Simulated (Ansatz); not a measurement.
PBE exchange is replaced step by step with exact exchange (0 % is PBE, 25 % PBE0; no dispersion term), basis def2-TZVPD, Ansatz. System: CuBr₂⁻ (the lowest singlet isomer of a short search). Charge -1, multiplicity 1. Geometry: PBE-D4/def2-TZVPD, each spin state at its own.

Geometry of the singlet:

```xyz
3

Cu   -0.0010    0.0002   -0.0007
Br    1.0698   -1.1417   -1.6433
Br   -1.0689    1.1415    1.6441
```

At PBE-D4/def2-TZVPD, PBE with 5 % exact exchange/def2-TZVPD, PBE with 10 % exact exchange/def2-TZVPD, PBE with 15 % exact exchange/def2-TZVPD the highest occupied level of the charge -1 triplet lies above zero (up to 0.73 eV). It is a level of α spin, whose loss leaves a doublet; that state wasn't run at this geometry and level. The electron is either unbound and held by the finite basis, or the level is raised by self-interaction error. The structure comes from a short search, and lower isomers may exist.

```json
{"exact exchange (%)": "0", "HOMO (eV)": "-0.87", "LUMO (eV)": "2.65", "gap (eV)": "3.52", "triplet − singlet (kJ/mol)": "296.3"}
{"exact exchange (%)": "5", "HOMO (eV)": "-1.20", "LUMO (eV)": "2.76", "gap (eV)": "3.96", "triplet − singlet (kJ/mol)": "300.3"}
{"exact exchange (%)": "10", "HOMO (eV)": "-1.53", "LUMO (eV)": "2.87", "gap (eV)": "4.40", "triplet − singlet (kJ/mol)": "304.0"}
{"exact exchange (%)": "15", "HOMO (eV)": "-1.85", "LUMO (eV)": "2.98", "gap (eV)": "4.82", "triplet − singlet (kJ/mol)": "307.2"}
{"exact exchange (%)": "25", "HOMO (eV)": "-2.47", "LUMO (eV)": "3.17", "gap (eV)": "5.64", "triplet − singlet (kJ/mol)": "311.0"}
{"exact exchange (%)": "35", "HOMO (eV)": "-3.07", "LUMO (eV)": "3.35", "gap (eV)": "6.43", "triplet − singlet (kJ/mol)": "310.1"}
{"exact exchange (%)": "50", "HOMO (eV)": "-3.94", "LUMO (eV)": "3.60", "gap (eV)": "7.54", "triplet − singlet (kJ/mol)": "296.6"}
```

The spin gap doesn't follow a straight line here, which points to a change of state along the sweep.
